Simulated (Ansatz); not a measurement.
C9H20 can be A, `CC(C)(C)CC(C)(C)C`, or B, `CC(C)C(C)C(C)(C)C`.

Isolated molecules relaxed with PBE0-D4/def2-TZVP in Ansatz; ΔE leaves out vibrations. CBS: MP2 limit from def2 TZ/QZ plus the TZ coupled-cluster correction, frozen cores. DFT in def2-TZVPP. B3LYP here is the variant with VWN-RPA as its local correlation; programs differ in this. Each species was taken in one conformer, which may not be the lowest.

A:

Z-matrix (Å, degrees):
```
C
C 1 1.531
H 1 1.094 2 110.8
H 1 1.094 2 111.0 3 119.9
H 1 1.094 2 111.1 3 -120.1
C 2 1.529 1 107.4 3 -56.4
C 2 1.526 1 108.1 3 61.3
C 2 1.544 1 106.1 3 -176.3
H 6 1.094 2 110.1 1 56.3
H 6 1.094 2 110.9 1 -62.7
H 6 1.090 2 112.7 1 176.2
H 7 1.094 2 109.9 1 -54.9
H 7 1.093 2 111.5 1 64.5
H 7 1.092 2 112.1 1 -174.1
C 8 1.544 2 124.3 1 -166.9
H 8 1.098 2 105.8 1 68.7
H 8 1.098 2 107.2 1 -43.1
C 15 1.531 8 106.1 2 -166.9
C 15 1.526 8 113.8 2 -48.2
C 15 1.529 8 111.9 2 76.2
H 18 1.094 15 111.0 8 -56.4
H 18 1.094 15 110.8 8 -176.3
H 18 1.094 15 111.1 8 63.6
H 19 1.094 15 109.9 8 -172.4
H 19 1.093 15 111.5 8 -53.1
H 19 1.092 15 112.1 8 68.4
H 20 1.094 15 110.1 8 172.3
H 20 1.094 15 110.9 8 53.3
H 20 1.090 15 112.7 8 -67.7
```

B:

Z-matrix (Å, degrees):
```
C
C 1 1.526
H 1 1.093 2 111.4
H 1 1.090 2 112.8 3 121.3
H 1 1.093 2 109.9 3 -118.6
C 2 1.548 1 114.8 3 -68.2
C 2 1.524 1 109.5 3 56.5
H 2 1.095 1 107.1 3 172.1
C 6 1.525 2 111.5 1 37.8
C 6 1.554 2 114.4 1 -92.9
H 6 1.099 2 105.8 1 152.9
H 7 1.095 2 111.0 1 -67.1
H 7 1.093 2 111.2 1 52.4
H 7 1.093 2 111.3 1 173.0
H 9 1.090 6 111.6 2 165.2
H 9 1.093 6 110.7 2 46.1
H 9 1.093 6 112.3 2 -73.7
C 10 1.529 6 109.8 2 176.6
C 10 1.529 6 109.3 2 -65.9
C 10 1.527 6 112.9 2 55.4
H 18 1.092 10 112.1 6 -69.1
H 18 1.093 10 110.1 6 171.3
H 18 1.094 10 111.2 6 52.0
H 19 1.094 10 110.4 6 -178.4
H 19 1.094 10 110.9 6 -59.1
H 19 1.092 10 112.5 6 61.8
H 20 1.092 10 111.8 6 -64.8
H 20 1.093 10 111.9 6 56.8
H 20 1.094 10 110.0 6 176.1
```

Problem. Which isomer does CCSD(T)/CBS put lower? Give the gap. (An estimate is asked.)

Solution. Computed: A, by 0.6 kcal/mol.

Problem. Give E(B) − E(A) in kcal/mol with CCSD(T)/def2-TZVPP, B3LYP, PBE0-D4, CCSD(T)/def2-SVP, PBE-D4, B2PLYP, B3LYP-D4. (Best estimate.)

Solution. Ansatz gave: CCSD(T)/def2-TZVPP 0.6, B3LYP 0.8, PBE0-D4 0.3, CCSD(T)/def2-SVP 0.7, PBE-D4 0.4, B2PLYP 0.8, B3LYP-D4 0.5. None reverses the order clearly.

Largest T1 diagnostic: 0.009.

Leaving LDA and LC-ωPBE aside and taking each functional with its dispersion term where it has one, the values, not all of them listed here, spread over 0.5 kcal/mol, from revPBE-D4 to B2PLYP.
